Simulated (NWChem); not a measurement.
System: C2H7BO; SMILES CB(C)O

Here is an NWChem input.

```
start job
memory heap 200 mb stack 900 mb global 1100 mb
geometry units angstroms noautoz
  B      0.074561    -0.014946    -0.002880
  C     -0.679536     1.376068    -0.011400
  H     -1.473714     1.401331     0.752697
  H     -1.193766     1.504162    -0.980203
  H     -0.031110     2.254734     0.139003
  C     -0.706195    -1.382954     0.008629
  H     -1.141078    -1.539776     1.012118
  H     -0.058963    -2.243877    -0.212954
  H     -1.557265    -1.381303    -0.691243
  O      1.433944    -0.082407    -0.000360
  H      1.847313     0.786976     0.016442
end
basis spherical
  * library 6-31g*
end
dft
  xc xwpbe 0.80 cpbe96 1.0 hfexch 1.00
  cam 0.2 cam_alpha 0.2 cam_beta 0.8
  iterations 150
  vectors input atomic output neutral.movecs
end
task dft energy
charge 1
dft
  odft
  mult 2
  vectors input atomic output cation.movecs
end
task dft energy
```

All runs use the structure optimised with PBE0/def2-SVP.

Ions are spin-unrestricted doublets at the neutral geometry; other ion states weren't tried.

Question: Predict the main results of this run. (LRC-wPBEh/6-31G* (spherical d), vertical spin-unrestricted ions.) Quantities: vertical ionisation energy, ΔSCF (eV); −ε(HOMO) (eV).

Answer: 
| Property | Value |
|---|---|
| vertical ionisation energy, ΔSCF (eV) | 10.57 |
| −ε(HOMO) (eV) | 10.01 |
